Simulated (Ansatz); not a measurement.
Geometry optimisation, RKS PBE0/def2-SVP in Ansatz 0.2.0.

Input:

```yaml
crystal:
  periodic: [false, false, false]
  atoms:
    - { symbol: "N", position_ang: [-0.749, 0.9642, -0.1129] }
    - { symbol: C, position_ang: [0.0494, 0.0365, 0.5551] }
    - { symbol: B, position_ang: [0.6176, -0.9954, -0.5068] }
    - { symbol: I, position_ang: [-0.6163, -2.2873, -1.6615] }
    - { symbol: H, position_ang: [-0.1836, 1.6469, -0.6948] }
    - { symbol: H, position_ang: [-1.2586, 1.6117, 0.6067] }
    - { symbol: H, position_ang: [0.9119, 0.5618, 1.0831] }
    - { symbol: H, position_ang: [-0.507, -0.5056, 1.2974] }
    - { symbol: H, position_ang: [1.824, -1.0791, -0.5834] }
basis:
  gaussian: { orbitals: def2-SVP }
hamiltonian:
  xc: pbe0
relax:
  f_tol: 0.02
  max_steps: 50
output:
  orbitals: {}
```

Launched with:

```bash
$ ansatz run input.yaml --threads 2 --pin off --max-ram 3072MiB --backend cpu --events-out ev --progress --plain --runs-dir out
```

Where does it end, and by what steps?

The forces met the threshold. After 15 steps the energy has fallen by 0.580 eV; I4 moved furthest, 1.20 Å.

| step | energy less start (eV) | largest force component (eV/Å) | accepted |
| --- | --- | --- | --- |
| 0 | 0.0000 | 4.200 | yes |
| 1 | -0.3140 | 1.363 | yes |
| 2 | -0.3610 | 0.307 | yes |
| 3 | -0.3782 | 0.149 | yes |
| 4 | -0.4138 | 0.460 | yes |
| 5 | -0.4552 | 0.557 | yes |
| 6 | -0.5171 | 0.227 | yes |
| 7 | -0.5361 | 0.388 | yes |
| 8 | -0.5552 | 0.579 | yes |
| 9 | -0.5504 | 0.720 | no |
| 10 | -0.5720 | 0.115 | yes |
| 11 | -0.5780 | 0.057 | yes |
| 12 | -0.5788 | 0.166 | yes |
| 13 | -0.5781 | 0.400 | no |
| 14 | -0.5802 | 0.066 | yes |
| 15 | -0.5804 | 0.017 | yes |

```xyz
9
Properties=species:S:1:pos:R:3
N -1.015 0.890 0.143
C 0.134 0.120 0.531
B 0.595 -1.076 -0.342
I -0.125 -1.410 -2.317
H -1.016 1.081 -0.857
H -1.056 1.781 0.629
H 1.106 0.684 0.603
H 0.014 -0.280 1.558
H 1.451 -1.836 0.036
```

Time of the run: 47 s on 2 threads of Arm Neoverse V1 (shared host), peak memory 0.2 GiB.
